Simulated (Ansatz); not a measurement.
Cost and result up the ladder for the cluster Rb5H4 (the lowest doublet isomer of a short search) (9 atoms). Charge 0, multiplicity 2. Geometry: B3LYP-D4/def2-SVP.

```xyz
9

Rb    1.3934    1.8991    0.3328
Rb   -2.1839    0.2699   -0.9194
Rb    0.5328   -2.0534    1.1426
Rb   -1.9968    1.4068    3.9893
Rb    1.3142   -0.8481   -2.6736
H    -0.7616   -2.0527   -1.2799
H    -0.7655    0.4595    1.5733
H     2.4555   -0.5869   -0.1584
H     0.0118    1.5057   -2.0068
```

Ansatz on 4 threads of Arm Neoverse V1 on a shared host. Times are rough, and most runs start from the orbitals of an earlier one. ωB97X-V/def2-TZVP serves as the yardstick here, not as an exact answer. Differences are given only for rows in sets of like size (and for xTB, whose basis is part of the method), since another set adds its own error. Binding counts from free atoms at the same level (Rb doublet, H doublet; other spins of the atoms weren't run), without zero-point energy or a counterpoise term.

In the def2 sets Rb takes a core potential; there is no spin–orbit coupling. LC-ωPBE has ω = 0.4 bohr⁻¹. HSE06 is defined as in plane-wave codes, on full-range PBE exchange. Correlated methods freeze no core orbitals; core or outer-core shells of Rb are correlated, in sets that lack core-valence functions. The rows differ in basis, and correlated rows in double-zeta sets carry the largest basis error. The structure comes from a short search, and lower isomers may exist.

Correlated methods converge slowly with the basis, most of all in double-zeta sets.

```tsv
level	functions	wall time	binding energy per atom (eV)	difference from ωB97X-V/def2-TZVP (eV)
MP2/def2-TZVP	189	5.5 s	1.10	-0.29
PBE-D4/def2-SVP	140	6 s	1.29	–
PBE0-D4/def2-SVP	140	7 s	1.29	–
LC-ωPBE/def2-TZVP	189	10 s	1.32	-0.07
PBE-D4/def2-TZVP (with forces)	189	11 s	1.30	-0.09
PBE0-D4/def2-TZVP	189	13 s	1.30	-0.09
HSE06-D4/def2-TZVP	189	13 s	1.29	-0.09
r2SCAN-D4/def2-TZVP	189	20 s	1.32	-0.07
ωB97X-V/def2-TZVP	189	46 s	1.38	0.00
CCSD(T)/def2-SVP	140	4.1 min	1.14	–
```
